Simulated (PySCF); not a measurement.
The vertical singlet excitations below were computed for one of the candidates. Method: TDDFT B3LYP/def2-SVPD, vertical, gas phase, core orbitals frozen in the response in PySCF. Geometries: PBE0-D3(BJ)/def2-SVP, one conformer each.

```csv
state,E (eV),λ (nm),f
S1,5.81,213.3,0.0071
S2,6.12,202.5,0.015
S3,6.29,197.0,0.019
S4,6.35,195.3,0.0043
S5,6.39,194.0,0.058
S6,6.66,186.1,0.0016
S7,6.78,182.7,0.0028
S8,6.81,182.2,0.0011
S9,7.05,176.0,0.112
S10,7.15,173.3,0.171
```

Triplets computed (Tamm–Dancoff): 4.38, 5.37, 5.77, 5.82 eV.

Orbital energies (eV): HOMO-3 -9.07, HOMO-2 -7.56, HOMO-1 -7.28, HOMO -7.09, LUMO -0.66, LUMO+1 -0.19, LUMO+2 0.77.

**Question.** Which structure fits? All have the formula C7H11BO2.
A. `C=C/C=C\B1OCCCO1`
B. `C#C[C@H](CC=C)CB(O)O`
C. `C=C(C)/C=C/[C@@H]1COBO1`
D. `C#CC[C@@H](C)B1OCCO1`
E. `C=C/C=C/B1OCCCO1`

**Answer.** B. Its S1 lies at 5.81 eV; the nearest of the others has S1 at 5.46 eV. S1 is HOMO→LUMO (95%). Löwdin shares by element: HOMO carbon 74% or more (atoms not listed hold the other 26%); LUMO oxygen 35%, boron 24%, hydrogen 14% or more (atoms not listed hold the other 27%). At the same level the other candidates give, for their lowest levels:
- `C=C/C=C\B1OCCCO1`: 5.06 eV (f 0.700); 5.85 eV (f 0.006); 5.90 eV (f 0.008); 6.02 eV (f 0.020); 6.18 eV (f 0.004); T1 2.91 eV; HOMO -6.37, LUMO -1.38 eV
- `C=C(C)/C=C/[C@@H]1COBO1`: 5.46 eV (f 0.765); 5.88 eV (f 0.018); 6.20 eV (f 0.006); 6.29 eV (f 0.003); 6.51 eV (f 0.008); T1 3.18 eV; HOMO -6.69, LUMO -1.32 eV
- `C#CC[C@@H](C)B1OCCO1`: 6.38 eV (f 0.001); 6.50 eV (f 0.012); 6.58 eV (f 0.000); 6.77 eV (f 0.011); 6.80 eV (f 0.003); T1 5.36 eV; HOMO -7.25, LUMO -0.12 eV
- `C=C/C=C/B1OCCCO1`: 5.10 eV (f 0.868); 5.88 eV (f 0.019); 5.98 eV (f 0.009); 6.08 eV (f 0.016); 6.27 eV (f 0.001); T1 2.92 eV; HOMO -6.42, LUMO -1.42 eV
